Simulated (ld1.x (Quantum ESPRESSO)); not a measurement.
# What one change does to a pseudopotential (Pt, TM)

platinum, norm-conserving Troullier–Martins (Kleinman–Bylander form), made with ld1.x (Quantum ESPRESSO) 7.5 (PBE, non-relativistic). Core [Xe] 4f14, reference 5d9 6s0.75 6p0 (charge +0.25). Waves: 6p (bound, empty): rc 3.45 bohr; 5d (bound): rc 1.30 bohr; 6s (bound): rc 2.80 bohr. Local part: the s channel. Core correction: Bessel-smoothed model core, default radius (core density twice the valence density).

Change: all radii but the core radius scaled by about 1.23 (s 3.44, p 4.24, d 1.60 bohr).

Cutoffs: the cutoffs (Ry, on a coarse ladder) from which the occupation-weighted sum of valence levels, in a spherical-Bessel basis at the reference potential, stays within 10 and 1 mRy of its value at 400 Ry; they do not see the model core or the augmentation charge, which bear on the density cutoff. Errors are all-electron minus pseudo energies relative to the spin-unpolarised reference configuration.

**Question.** How do hardness, ghosts and transferability respond?

**Answer.** The potential gets softer (60 Ry and 80 Ry → 40 Ry and 70 Ry); of the 7 tests that both files solve, the error grows in 1 and shrinks in 3 by more than 15 % and 0.3 meV (median size 19.9 → 13.7 meV); neither file shows a bound ghost. A larger radius leaves more room for a smooth pseudo-wave, so fewer plane waves are needed.

```tsv
quantity	base	changed
cutoff, loose	60 Ry	40 Ry
cutoff, tight	80 Ry	70 Ry
bound ghosts	none	none
error for 5d9 6s1 6p0, meV [ΔE -1.21 eV]	-0.5	-0.2
error for 5d9 6s0 6p0, meV [ΔE 5.99 eV]	-6.5	-6.9
error for 5d8 6s0 6p0, meV [ΔE 26.57 eV]	-122	-169
error for 5d8 6s1 6p0, meV [ΔE 11.15 eV]	-107	-65
error for 5d9.5 6s0.5 6p0, meV [ΔE -2.57 eV]	-20	-14
error for 5d9 6s0.5 6p0, meV [ΔE 1.59 eV]	-0.6	-0.4
error for 5d8 6s1 6p1, meV [ΔE 6.65 eV]	-134	-92
```
